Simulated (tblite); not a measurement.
Species: C5H9BClN.
Numbering: `[CH2:1]=[C:2]([Cl:3])[C@H:4]1[BH:5][NH:6][CH2:7][CH2:8]1` (hydrogens: H9, H10 on C1; H11 on C4; H12 on B5; H13 on N6; H14, H15 on C7; H16, H17 on C8)

Computed with GFN2-xTB (tblite), gas phase: L-BFGS steps from a force-field or distance-geometry start until the largest atomic force falls under 0.01 eV/Å.

Step 10: E = -653.4492 eV
```
atom  x, y, z in Å  |  force x, y, z in eV/Å
C1      2.4448    1.1924    0.5821   -0.011   0.042   0.010
C2      1.1714    0.8441    0.5364   -0.094  -0.016  -0.098
Cl3     0.0034    1.7045    1.4987    0.105  -0.028  -0.053
C4      0.6165   -0.2759   -0.2811   -0.079  -0.062   0.069
B5     -0.0806   -1.3481    0.7184    0.124   0.124  -0.154
N6     -1.4334   -1.1810    0.5814   -0.198  -0.153   0.049
C7     -1.8597   -0.2498   -0.4445    0.047   0.107  -0.138
C8     -0.5687    0.1715   -1.1774    0.064  -0.018   0.116
H9      3.1716    0.6665   -0.0118    0.013   0.031   0.026
H10     2.7970    1.9989    1.1946    0.074   0.066   0.081
H11     1.4562   -0.6388   -0.8877   -0.266  -0.059   0.065
H12     0.4335   -2.0861    1.4609   -0.004   0.070   0.008
H13    -2.1769   -1.5868    1.1391    0.187   0.024  -0.194
H14    -2.3717    0.6072    0.0144    0.102  -0.014  -0.048
H15    -2.5645   -0.7217   -1.1408   -0.002  -0.042   0.082
H16    -0.5690    1.2472   -1.3632    0.080  -0.067   0.044
H17    -0.4769   -0.3321   -2.1435   -0.141  -0.005   0.135
```

Step 11: E = -653.4551 eV
```
atom  x, y, z in Å  |  force x, y, z in eV/Å
C1      2.4443    1.1931    0.5824    0.030   0.073   0.023
C2      1.1710    0.8453    0.5337   -0.094  -0.025  -0.042
Cl3     0.0047    1.7057    1.4995    0.101  -0.032  -0.064
C4      0.6144   -0.2779   -0.2788   -0.031   0.017   0.029
B5     -0.0810   -1.3471    0.7168    0.048   0.103  -0.129
N6     -1.4349   -1.1845    0.5761   -0.029  -0.107   0.056
C7     -1.8582   -0.2492   -0.4461    0.005   0.059  -0.090
C8     -0.5687    0.1708   -1.1738    0.073   0.009   0.010
H9      3.1716    0.6670   -0.0113    0.009   0.036   0.031
H10     2.7983    2.0004    1.1965    0.039   0.015   0.036
H11     1.4508   -0.6416   -0.8875   -0.223  -0.068   0.055
H12     0.4333   -2.0824    1.4589    0.011   0.035   0.040
H13    -2.1735   -1.5854    1.1376    0.074  -0.035  -0.134
H14    -2.3684    0.6060    0.0126    0.064   0.038  -0.006
H15    -2.5636   -0.7218   -1.1384   -0.037  -0.046   0.017
H16    -0.5668    1.2460   -1.3622    0.077  -0.059   0.054
H17    -0.4802   -0.3323   -2.1400   -0.117  -0.014   0.115
```

Question: Estimate the geometry and energy of step 12. (The exact step hangs on the optimiser's Hessian estimate; all steps are aligned on step 11, rigid shifts and turns removed.)

Answer: E = -653.4611 eV, largest force 0.143 eV/Å
```
atom  x, y, z in Å  |  force x, y, z in eV/Å
C1      2.4442    1.1954    0.5831    0.020   0.048   0.001
C2      1.1703    0.8465    0.5289    0.015   0.008   0.046
Cl3     0.0072    1.7050    1.4978    0.063  -0.010  -0.051
C4      0.6117   -0.2801   -0.2758    0.017   0.121  -0.027
B5     -0.0803   -1.3436    0.7143   -0.045   0.014  -0.032
N6     -1.4353   -1.1868    0.5714    0.092  -0.046   0.051
C7     -1.8559   -0.2469   -0.4479   -0.061  -0.021   0.003
C8     -0.5676    0.1706   -1.1691    0.027   0.027  -0.079
H9      3.1726    0.6688   -0.0100   -0.002   0.046   0.040
H10     2.8008    2.0021    1.1996   -0.006  -0.027  -0.004
H11     1.4402   -0.6461   -0.8875   -0.105  -0.097   0.012
H12     0.4322   -2.0771    1.4578    0.027   0.011   0.057
H13    -2.1710   -1.5900    1.1302   -0.011  -0.072  -0.077
H14    -2.3640    0.6079    0.0088    0.022   0.077   0.043
H15    -2.5626   -0.7246   -1.1325   -0.063  -0.025  -0.063
H16    -0.5616    1.2437   -1.3603    0.069  -0.003   0.052
H17    -0.4878   -0.3328   -2.1331   -0.060  -0.050   0.030
```

The energy changes by -0.0060 eV. The first-order estimate −F·Δx gives -0.0095 eV and the mean of the old and new forces, exact on a quadratic surface, -0.0060 eV. The step makes an angle of 40° with the force vector and moves no atom by more than 0.012 Å.

The cost below is that of the whole relaxation. The run took 0.36 s of wall time on one thread of an Arm Neoverse V1 (shared host).
